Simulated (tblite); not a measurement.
Species: C2H14O2Si4.
SMILES with atom numbers: `[CH3:1][CH2:2][O:3][SiH2:4][SiH2:5][Si@H:6]([OH:7])[SiH3:8]` (hydrogens: H9, H10, H11 on C1; H12, H13 on C2; H14, H15 on Si4; H16, H17 on Si5; H18 on Si6; H19 on O7; H20, H21, H22 on Si8)

Computed with GFN2-xTB (tblite), gas phase: L-BFGS steps from a force-field or distance-geometry start until the largest atomic force falls under 0.01 eV/Å.

At the end of the run (lengths in Å): C2–O3 1.398, Si5–Si6 2.332, O3–Si4 1.628, Si6–Si8 2.317, Si6–O7 1.644, O7–H19 0.952, Si8–H22 1.466, O3–Si4–Si5 98.0°, C2–O3–Si4 127.3°, Si4–Si5–Si6 115.2°, Si5–Si6–Si8 115.4°, C1–C2–O3–Si4 148°, C2–O3–Si4–Si5 -178°, O3–Si4–Si5–Si6 -34°, H12–C2–O3–Si4 27°, H14–Si4–Si5–Si6 83°.

Question: These geometries were met on the way; a selection of coordinates is given. Order them by energy above the end point, lowest first.
A. C2–O3 1.440, Si5–Si6 2.306, O3–Si4 1.664, Si6–Si8 2.321, Si6–O7 1.673, O7–H19 0.980, Si8–H22 1.492, O3–Si4–Si5 109.4°, C2–O3–Si4 117.7°, Si4–Si5–Si6 106.6°, Si5–Si6–Si8 107.5°, C1–C2–O3–Si4 -179°, C2–O3–Si4–Si5 177°, O3–Si4–Si5–Si6 -68°, H12–C2–O3–Si4 62°, H14–Si4–Si5–Si6 53°
B. C2–O3 1.402, Si5–Si6 2.335, O3–Si4 1.632, Si6–Si8 2.323, Si6–O7 1.640, O7–H19 0.951, Si8–H22 1.465, O3–Si4–Si5 104.9°, C2–O3–Si4 122.9°, Si4–Si5–Si6 111.3°, Si5–Si6–Si8 109.3°, C1–C2–O3–Si4 179°, C2–O3–Si4–Si5 175°, O3–Si4–Si5–Si6 -65°, H12–C2–O3–Si4 57°, H14–Si4–Si5–Si6 52°
C. C2–O3 1.397, Si5–Si6 2.306, O3–Si4 1.625, Si6–Si8 2.310, Si6–O7 1.639, O7–H19 0.951, Si8–H22 1.463, O3–Si4–Si5 111.3°, C2–O3–Si4 123.2°, Si4–Si5–Si6 107.7°, Si5–Si6–Si8 107.7°, C1–C2–O3–Si4 180°, C2–O3–Si4–Si5 177°, O3–Si4–Si5–Si6 -66°, H12–C2–O3–Si4 58°, H14–Si4–Si5–Si6 53°
D. C2–O3 1.398, Si5–Si6 2.330, O3–Si4 1.628, Si6–Si8 2.313, Si6–O7 1.642, O7–H19 0.952, Si8–H22 1.463, O3–Si4–Si5 100.7°, C2–O3–Si4 124.3°, Si4–Si5–Si6 115.8°, Si5–Si6–Si8 112.4°, C1–C2–O3–Si4 177°, C2–O3–Si4–Si5 174°, O3–Si4–Si5–Si6 -62°, H12–C2–O3–Si4 55°, H14–Si4–Si5–Si6 53°
E. C2–O3 1.411, Si5–Si6 2.294, O3–Si4 1.636, Si6–Si8 2.287, Si6–O7 1.641, O7–H19 0.953, Si8–H22 1.459, O3–Si4–Si5 107.7°, C2–O3–Si4 122.1°, Si4–Si5–Si6 109.2°, Si5–Si6–Si8 109.5°, C1–C2–O3–Si4 178°, C2–O3–Si4–Si5 177°, O3–Si4–Si5–Si6 -65°, H12–C2–O3–Si4 57°, H14–Si4–Si5–Si6 51°

Answer: D (0.059 eV), B (0.097 eV), E (0.159 eV), C (0.264 eV), A (0.426 eV).

```json
{"step": "30", "E above end (eV)": "0.059", "rms distance from the end, all atoms (Å)": "0.421", "largest force (eV/Å)": "0.119", "rms shift of all bonds from the end (Å)": "0.003"}
{"step": "18", "E above end (eV)": "0.097", "rms distance from the end, all atoms (Å)": "0.466", "largest force (eV/Å)": "0.119", "rms shift of all bonds from the end (Å)": "0.003"}
{"step": "8", "E above end (eV)": "0.159", "rms distance from the end, all atoms (Å)": "0.488", "largest force (eV/Å)": "0.296", "rms shift of all bonds from the end (Å)": "0.013"}
{"step": "3", "E above end (eV)": "0.264", "rms distance from the end, all atoms (Å)": "0.503", "largest force (eV/Å)": "0.393", "rms shift of all bonds from the end (Å)": "0.008"}
{"step": "0", "E above end (eV)": "0.426", "rms distance from the end, all atoms (Å)": "0.508", "largest force (eV/Å)": "1.496", "rms shift of all bonds from the end (Å)": "0.020"}
```

Rows stand in the order of the answer.
